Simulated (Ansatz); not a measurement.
Basis-set extrapolation for C7H16O, SMILES `CC(C)OC(C)(C)C` (PBE0-D4/def2-TZVP geometry, frozen core, Ansatz 0.2.0). Multiplicity 1, RHF reference.

```json
{"": "HF", "def2-TZVPP": "-349.387401", "def2-QZVPP": "-349.403839"}
{"": "MP2 correlation", "def2-TZVPP": "-1.476392", "def2-QZVPP": "-1.571961"}
{"": "CCSD(T) correlation", "def2-TZVPP": "-1.616369", "def2-QZVPP": "not run"}
```

Energies in hartree. Use E(X) = E(∞) + A·exp(−7.88·√X) for Hartree–Fock and E(X) = E(∞) + B·X^(−2.97) for correlation, with X = 3 and 4, and add CCSD(T) minus MP2 of the smaller set to the MP2 limit.

Problem. What is the CCSD(T) energy at the basis-set limit?

Solution. HF limit: -349.403839 + (-0.016438) × 0.13774 = -349.40610. MP2 limit: -1.571961 + (-0.095569) × 0.74074 = -1.64275. Higher-order term: -1.616369 − (-1.476392) = -0.13998. Total: -351.18883 hartree, 485.9 kJ/mol below CCSD(T)/def2-TZVPP.
